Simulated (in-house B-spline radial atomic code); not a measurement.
A fraction x of an electron is added to 5s in neutral ruthenium, starting from [Kr] 4d7 5s1 and keeping the highest spin. Method: scalar-relativistic (X2C) BLYP, spin-polarised, spherical fractional occupations, Fermi nucleus of rms radius 4.4809 fm. Calculated with an all-electron radial atomic-structure program (B-spline basis).

```json
{"x": "0", "E(x) - E(0) (eV)": "0.0000", "5s down level (eV)": "-"}
{"x": "0.1", "E(x) - E(0) (eV)": "-0.3308", "5s down level (eV)": "-3.043"}
{"x": "0.2", "E(x) - E(0) (eV)": "?", "5s down level (eV)": "?"}
{"x": "0.3", "E(x) - E(0) (eV)": "-0.8358", "5s down level (eV)": "-2.015"}
{"x": "0.4", "E(x) - E(0) (eV)": "-1.0124", "5s down level (eV)": "-1.520"}
{"x": "0.5", "E(x) - E(0) (eV)": "?", "5s down level (eV)": "?"}
{"x": "0.6", "E(x) - E(0) (eV)": "-1.2212", "5s down level (eV)": "-0.579"}
```

Task: What belongs in the row x = 0.2?

Result: An energy change of -0.6090 eV; 5s down at -2.523 eV.

Task: What belongs in the row x = 0.5?

Result: An energy change of -1.1404 eV; 5s down at -1.041 eV.

Task: Check Janak's theorem between x = 0.3 and 0.4.

Result: The slope of the energy is -1.77 eV; the orbital levels give -1.77 eV (ε of the filling orbital, averaged over the two points).

Task: Up to what added charge does this functional bind the extra electron?

Result: The highest level rises by about 5.4 eV per electron near x = 0.6 and would reach zero near x = 0.66, so a whole extra electron isn't bound at the basis-set limit.
